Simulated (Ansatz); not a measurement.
`CC(C)B(O)O` + `FC(F)(F)[SeH]` → `OB(O)[Se]C(F)(F)F` + `CCC`  (ligand exchange at a B–C bond)

Isolated molecules relaxed with PBE0-D4/def2-TZVP in Ansatz; ΔE leaves out vibrations. CCSD(T)/CBS is the MP2 limit (def2-TZVPP, def2-QZVPP) plus CCSD(T) − MP2 in def2-TZVPP, frozen cores. DFT in def2-TZVPP. For Se outer-core shells are correlated without core-valence functions, which leaves a few kJ/mol of doubt a bond. Scalar relativity is left out up to krypton. One conformer a species, not always the lowest.

```
          level  ΔE (kcal/mol)
         B2PLYP          -15.2
 MP2/def2-TZVPP          -15.3
CCSD/def2-TZVPP          -14.1
 CCSD/CBS(def2)          -14.2
```

Problem. What does CCSD(T)/CBS give? (Estimate.)

Solution. Computed: -14.5 kcal/mol. The listed levels differ from it by -0.7, -0.8, 0.4, 0.3 kcal/mol.

Largest T1 diagnostic among the species: 0.012.
